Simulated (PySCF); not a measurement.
SMILES O=C(O)[SiH2]c1ccccc1 (C7H8O2Si) (GFN2-xTB optimised geometry):

```
18

O     -3.329    -0.817     0.406
C     -2.553    -1.689     0.711
O     -2.855    -2.604     1.640
Si    -0.809    -1.979    -0.036
C      0.141    -0.350     0.000
C      1.535    -0.350     0.000
C      2.249     0.834     0.003
C      1.579     2.047     0.004
C      0.194     2.066     0.002
C     -0.517     0.880     0.000
H     -3.746    -2.453     2.004
H     -1.012    -2.435    -1.417
H     -0.172    -3.010     0.784
H      2.063    -1.293    -0.002
H      3.329     0.813     0.004
H      2.135     2.973     0.007
H     -0.332     3.010     0.003
H     -1.597     0.903     0.000
```

Level of theory: PySCF with CAM-B3LYP/def2-SVP.

**Question.** What are the frontier orbital energies and the dipole moment?

**Answer.** HOMO-2 -9.09 eV, HOMO-1 -8.61 eV, HOMO -8.56 eV, LUMO 0.43 eV, LUMO+1 0.90 eV; dipole moment 1.21 D.

Meta-Löwdin charges at CAM-B3LYP/def2-SVP: O1 -0.44, C2 0.31, O3 -0.43, Si4 0.61, C5 -0.22, C6 -0.09, C7 -0.10, C8 -0.09, C9 -0.10, C10 -0.09, H11 0.32, H12 -0.10, H13 -0.10, H14 0.10, H15 0.10, H16 0.10, H17 0.11, H18 0.11.
